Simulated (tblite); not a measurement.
Parent: `[CH2:1]=[C:2]1[CH2:3][SiH2:4][O:5][SiH2:6][SiH2:7]1` with C1–C2–C3–Si4 -102°, C2–C3–Si4–O5 -48°, C3–Si4–O5–Si6 13°, Si4–O5–Si6–Si7 0°, C3H10OSi3.

The geometries are computed with GFN2-xTB (gas phase). One conformer each, not checked by frequencies here.

```json
{"coordinate of the parent": "C1=C2", "value": "1.329 Å"}
{"coordinate of the parent": "C2–C3", "value": "1.499 Å"}
{"coordinate of the parent": "C3–Si4", "value": "1.912 Å"}
{"coordinate of the parent": "Si4–O5", "value": "1.622 Å"}
{"coordinate of the parent": "O5–Si6", "value": "1.642 Å"}
{"coordinate of the parent": "Si6–Si7", "value": "2.311 Å"}
{"coordinate of the parent": "C2–Si7", "value": "1.898 Å"}
{"coordinate of the parent": "C1–C2–C3", "value": "121.2°"}
{"coordinate of the parent": "C1–C2–Si7", "value": "122.6°"}
{"coordinate of the parent": "C3–C2–Si7", "value": "116.0°"}
{"coordinate of the parent": "C2–C3–Si4", "value": "111.2°"}
{"coordinate of the parent": "C3–Si4–O5", "value": "108.3°"}
{"coordinate of the parent": "Si4–O5–Si6", "value": "141.8°"}
{"coordinate of the parent": "O5–Si6–Si7", "value": "103.1°"}
{"coordinate of the parent": "C2–Si7–Si6", "value": "104.6°"}
```

Problem. How does the shared frame change in `[CH3:1][C@H:2]1[CH2:3][SiH2:4][O:5][SiH2:6][SiH2:7]1` with C1–C2–C3–Si4 59°, C2–C3–Si4–O5 40°, C3–Si4–O5–Si6 -9°, Si4–O5–Si6–Si7 5°, C3H12OSi3? Atoms pair as C1 = C1, C2 = C2, C3 = C3, Si4 = Si4, O5 = O5, Si6 = Si6, Si7 = Si7 (parent first).

Solution. 
| parent | relative | value in the relative | change |
| --- | --- | --- | --- |
| C1=C2 | C1–C2 | 1.526 Å | +0.197 |
| C2–C3 | C2–C3 | 1.537 Å | +0.038 |
| C3–Si4 | C3–Si4 | 1.908 Å | -0.004 |
| Si4–O5 | Si4–O5 | 1.625 Å | +0.003 |
| O5–Si6 | O5–Si6 | 1.638 Å | -0.004 |
| Si6–Si7 | Si6–Si7 | 2.306 Å | -0.005 |
| C2–Si7 | C2–Si7 | 1.926 Å | +0.028 |
| C1–C2–C3 | C1–C2–C3 | 111.0° | -10.2 |
| C1–C2–Si7 | C1–C2–Si7 | 110.8° | -11.8 |
| C3–C2–Si7 | C3–C2–Si7 | 111.9° | -4.1 |
| C2–C3–Si4 | C2–C3–Si4 | 116.6° | +5.4 |
| C3–Si4–O5 | C3–Si4–O5 | 109.8° | +1.5 |
| Si4–O5–Si6 | Si4–O5–Si6 | 141.4° | -0.4 |
| O5–Si6–Si7 | O5–Si6–Si7 | 102.9° | -0.2 |
| C2–Si7–Si6 | C2–Si7–Si6 | 106.5° | +1.9 |

Of the parent's bonds, C1–C2 changes most (+0.197 Å). Point group C1 → C1.

Problem. How does the shared frame change in `[CH2:1]=[CH:2][Si@@H:3]1[CH2:4][C:5](=[CH2:6])[SiH2:7][SiH2:8][O:9]1` with C1–C2–Si3–C4 103°, C2–Si3–C4–C5 -65°, Si3–C4–C5–C6 101°, C4–C5–Si7–Si8 52°, C5–Si7–Si8–O9 -14°, C5H12OSi3? Atoms pair as C1 = C6, C2 = C5, C3 = C4, Si4 = Si3, O5 = O9, Si6 = Si8, Si7 = Si7 (parent first).

Solution. 
```json
{"parent": "C1=C2", "relative": "C6=C5", "value in the relative": "1.328 Å", "change": "-0.001"}
{"parent": "C2–C3", "relative": "C5–C4", "value in the relative": "1.499 Å", "change": "0.000"}
{"parent": "C3–Si4", "relative": "C4–Si3", "value in the relative": "1.918 Å", "change": "+0.006"}
{"parent": "Si4–O5", "relative": "Si3–O9", "value in the relative": "1.627 Å", "change": "+0.005"}
{"parent": "O5–Si6", "relative": "O9–Si8", "value in the relative": "1.640 Å", "change": "-0.002"}
{"parent": "Si6–Si7", "relative": "Si8–Si7", "value in the relative": "2.311 Å", "change": "0.000"}
{"parent": "C2–Si7", "relative": "C5–Si7", "value in the relative": "1.897 Å", "change": "-0.001"}
{"parent": "C1–C2–C3", "relative": "C6–C5–C4", "value in the relative": "121.3°", "change": "+0.1"}
{"parent": "C1–C2–Si7", "relative": "C6–C5–Si7", "value in the relative": "122.9°", "change": "+0.3"}
{"parent": "C3–C2–Si7", "relative": "C4–C5–Si7", "value in the relative": "115.6°", "change": "-0.4"}
{"parent": "C2–C3–Si4", "relative": "C5–C4–Si3", "value in the relative": "110.4°", "change": "-0.8"}
{"parent": "C3–Si4–O5", "relative": "C4–Si3–O9", "value in the relative": "107.5°", "change": "-0.8"}
{"parent": "Si4–O5–Si6", "relative": "Si3–O9–Si8", "value in the relative": "140.7°", "change": "-1.1"}
{"parent": "O5–Si6–Si7", "relative": "O9–Si8–Si7", "value in the relative": "103.6°", "change": "+0.5"}
{"parent": "C2–Si7–Si6", "relative": "C5–Si7–Si8", "value in the relative": "105.0°", "change": "+0.4"}
```

Of the parent's bonds, C3–Si4 and Si4–O5 change most and about equally (+0.005 to +0.006 Å). Bonds of the relative outside the shared frame: C1=C2 1.324, C2–Si3 1.881 Å. Point group C1 → C1.

Problem. How does the shared frame change in `[CH2:1]=[C:2]1[CH2:3][SiH2:4][O:5][Si@H:6]([CH3:7])[SiH2:8]1` with C1–C2–C3–Si4 -101°, C2–C3–Si4–O5 -50°, C3–Si4–O5–Si6 20°, Si4–O5–Si6–C7 113°, C4H12OSi3? Atoms pair as C1 = C1, C2 = C2, C3 = C3, Si4 = Si4, O5 = O5, Si6 = Si6, Si7 = Si8 (parent first).

Solution. 
| parent | relative | value in the relative | change |
| --- | --- | --- | --- |
| C1=C2 | C1=C2 | 1.329 Å | 0.000 |
| C2–C3 | C2–C3 | 1.499 Å | 0.000 |
| C3–Si4 | C3–Si4 | 1.912 Å | 0.000 |
| Si4–O5 | Si4–O5 | 1.622 Å | 0.000 |
| O5–Si6 | O5–Si6 | 1.648 Å | +0.006 |
| Si6–Si7 | Si6–Si8 | 2.316 Å | +0.005 |
| C2–Si7 | C2–Si8 | 1.898 Å | 0.000 |
| C1–C2–C3 | C1–C2–C3 | 121.3° | +0.1 |
| C1–C2–Si7 | C1–C2–Si8 | 122.8° | +0.2 |
| C3–C2–Si7 | C3–C2–Si8 | 115.7° | -0.3 |
| C2–C3–Si4 | C2–C3–Si4 | 111.0° | -0.2 |
| C3–Si4–O5 | C3–Si4–O5 | 107.9° | -0.4 |
| Si4–O5–Si6 | Si4–O5–Si6 | 141.4° | -0.4 |
| O5–Si6–Si7 | O5–Si6–Si8 | 103.0° | -0.1 |
| C2–Si7–Si6 | C2–Si8–Si6 | 104.0° | -0.6 |

Of the parent's bonds, O5–Si6 and Si6–Si7 change most and about equally (+0.005 to +0.006 Å). Bonds of the relative outside the shared frame: Si6–C7 1.902 Å. Point group C1 → C1.

Problem. How does the shared frame change in `[CH2:1]=[C:2]1[CH2:3][SiH2:4][O:5][SiH2:6][Si@H:7]1[OH:8]` with Si6–Si7–O8–H 173°, C1–C2–C3–Si4 -104°, C2–C3–Si4–O5 -53°, C3–Si4–O5–Si6 6°, Si4–O5–Si6–Si7 15°, C3H10O2Si3? Atoms pair as C1 = C1, C2 = C2, C3 = C3, Si4 = Si4, O5 = O5, Si6 = Si6, Si7 = Si7 (parent first).

Solution. 
```json
{"parent": "C1=C2", "relative": "C1=C2", "value in the relative": "1.328 Å", "change": "-0.001"}
{"parent": "C2–C3", "relative": "C2–C3", "value in the relative": "1.499 Å", "change": "0.000"}
{"parent": "C3–Si4", "relative": "C3–Si4", "value in the relative": "1.913 Å", "change": "+0.001"}
{"parent": "Si4–O5", "relative": "Si4–O5", "value in the relative": "1.623 Å", "change": "+0.001"}
{"parent": "O5–Si6", "relative": "O5–Si6", "value in the relative": "1.643 Å", "change": "+0.001"}
{"parent": "Si6–Si7", "relative": "Si6–Si7", "value in the relative": "2.297 Å", "change": "-0.014"}
{"parent": "C2–Si7", "relative": "C2–Si7", "value in the relative": "1.907 Å", "change": "+0.009"}
{"parent": "C1–C2–C3", "relative": "C1–C2–C3", "value in the relative": "121.2°", "change": "0.0"}
{"parent": "C1–C2–Si7", "relative": "C1–C2–Si7", "value in the relative": "122.9°", "change": "+0.3"}
{"parent": "C3–C2–Si7", "relative": "C3–C2–Si7", "value in the relative": "115.7°", "change": "-0.3"}
{"parent": "C2–C3–Si4", "relative": "C2–C3–Si4", "value in the relative": "111.0°", "change": "-0.2"}
{"parent": "C3–Si4–O5", "relative": "C3–Si4–O5", "value in the relative": "108.2°", "change": "-0.1"}
{"parent": "Si4–O5–Si6", "relative": "Si4–O5–Si6", "value in the relative": "140.1°", "change": "-1.7"}
{"parent": "O5–Si6–Si7", "relative": "O5–Si6–Si7", "value in the relative": "103.1°", "change": "0.0"}
{"parent": "C2–Si7–Si6", "relative": "C2–Si7–Si6", "value in the relative": "107.1°", "change": "+2.5"}
```

Of the parent's bonds, Si6–Si7 changes most (-0.014 Å). Bonds of the relative outside the shared frame: Si7–O8 1.637 Å. Point group C1 → C1.
